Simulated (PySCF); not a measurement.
**An isoelectronic set: 48 electrons**

PBE0 in PySCF with def2-TZVPPD on every atom, for the lowest determinant that a PBE0 search found; no spin–orbit coupling. All have 48 electrons, 10 of them in the valence shells, and the same state, a singlet (closed shell). For ions De leads to the atom and ion picked by measured ionisation energies and electron affinities.

```
species  difference of nuclear charges  Re (Å)  ωe (cm⁻¹)  k (mdyn/Å)  De (eV)  dissociates to
  ZnCl⁻                             13   2.489        181       0.437     0.73        Zn + Cl⁻
   GeP⁻                             17   2.064        560        4.03      n/a         Ge⁻ + P
  SiAs⁻                             19   2.097        565        3.83     4.81        Si⁻ + As
   GaCl                             14   2.218        363        1.80     4.85         Ga + Cl
   SiSe                             20   2.061        594        4.30     5.53         Si + Se
   AlBr                             22   2.319        370        1.62     4.61         Al + Br
  GeCl⁺                             15   2.061        511        3.65     4.71        Ge⁺ + Cl
  SiBr⁺                             21   2.109        534        3.46     4.77        Si⁺ + Br
```

**Question.** Which member of the whole set has the stiffest bond, and how does it compare with the softest?

**Answer.** SiSe with k = 4.30 mdyn/Å, 9.9 times that of ZnCl⁻.

For an ion De counts to the pair picked by the measured ionisation energies or electron affinities, which need not be the lowest pair at this level.
